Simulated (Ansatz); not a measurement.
Relaxation of C2H8BClSi (13 atoms, charge 0, multiplicity 1), to a largest force component of 0.015 eV/Å in at most 40 steps.

Method: Ansatz 0.2.0, RHF/def2-mTZVP.

```xyz
13
Properties=species:S:1:pos:R:3
C -1.205 -0.626 -1.386
Si -0.198 -1.244 -0.011
B 0.233 0.209 1.185
C 1.147 1.483 0.675
Cl 2.607 1.597 1.554
H -2.179 -0.122 -0.979
H -0.664 0.197 -1.952
H -1.481 -1.393 -2.091
H 1.041 -1.803 -0.525
H -0.935 -2.274 0.749
H -0.075 0.146 2.352
H 1.310 1.381 -0.388
H 0.420 2.414 0.831
```

Question: Where does it end, and by what steps?

Answer: The forces met the threshold. The force dipped under the threshold on the way, but the program's further checks kept it going. After 36 steps the energy has fallen by 0.875 eV; H11 moved furthest, 1.47 Å.

```csv
step,energy less start (eV),largest force component (eV/Å),accepted
0,0.0000,5.332,yes
2,-0.7788,0.684,yes
4,-0.8180,0.054,yes
6,-0.8206,0.121,yes
8,-0.8259,0.071,yes
10,-0.8304,0.369,no
12,-0.8419,0.102,yes
14,-0.8513,0.362,yes
16,-0.8637,0.059,yes
18,-0.8638,0.344,no
20,-0.8713,0.097,yes
22,-0.8733,0.065,yes
24,-0.8742,0.006,yes
26,-0.8741,0.130,no
28,-0.8747,0.077,no
30,-0.8752,0.041,yes
32,-0.8754,0.012,yes
34,-0.8755,0.025,yes
36,-0.8755,0.009,yes
```

```xyz
13
Properties=species:S:1:pos:R:3
C -1.139 -0.529 -1.512
Si -0.343 -1.297 0.020
B 0.757 -0.006 1.169
C 0.933 1.507 0.776
Cl 1.940 2.505 1.914
H -1.826 0.268 -1.249
H -0.395 -0.113 -2.183
H -1.700 -1.270 -2.070
H 0.553 -2.404 -0.393
H -1.399 -1.882 0.882
H 1.271 -0.421 2.152
H 1.396 1.602 -0.198
H -0.025 2.004 0.707
```

Whether the end is a true minimum wasn't checked by a vibrational analysis.

Time of the run: 59 s on 2 threads of AMD EPYC 9R14 (Zen 4) (shared host), peak memory 0.29 GiB.
